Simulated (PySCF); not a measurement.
**Polarisability and C₆ of I (iodine, neutral)**

[Kr] 4d10 5s2 5p5, 2P determinant. All numbers are calculated (PySCF 2.14, scalar relativity by spin-free X2C-1e, in ANO-R3 (8s7p5d4f3g2h, 131 functions)). Coupled (time-dependent) response in atomic units; α is the mean over directions. The basis has no added diffuse functions, which lowers α and C₆.

```tsv
method	mean α (bohr³)	α xx, yy, zz	C₆ (like pair)	S(−4)
PBE0	25.15	22.65, 26.41, 26.41	261.9	125.2
```

S(−4) is the Cauchy moment in α(ω) = α(0) + S(−4) ω² + …

Reference α: 32.9 ± 1.3 bohr³ (recommended; Schwerdtfeger and Nagle, table of static dipole polarizabilities (2023 update)). Published C₆: 385.0 (Chu and Dalgarno (2004); Tang, Norbeck and Certain (1976)).

Spin-orbit coupling is absent.

α(iu) at PBE0:

```csv
u (hartree),α(iu) (bohr³)
0,25.15
0.0500,24.85
0.100,24.00
0.200,21.37
0.300,18.44
0.500,13.42
0.750,9.159
1.00,6.546
1.50,3.842
2.00,2.578
3.00,1.446
5.00,0.6670
```

A single London oscillator, α(iu) = α/(1 + u²/ω²), gives C₆ = (3/4) ω α². Matching the computed C₆ needs ω = 4 × 261.9 / (3 × 25.15²) = 0.552 hartree.

The components differ because the open shell of this determinant is not spherical; for a pure term their mean is the scalar polarisability.
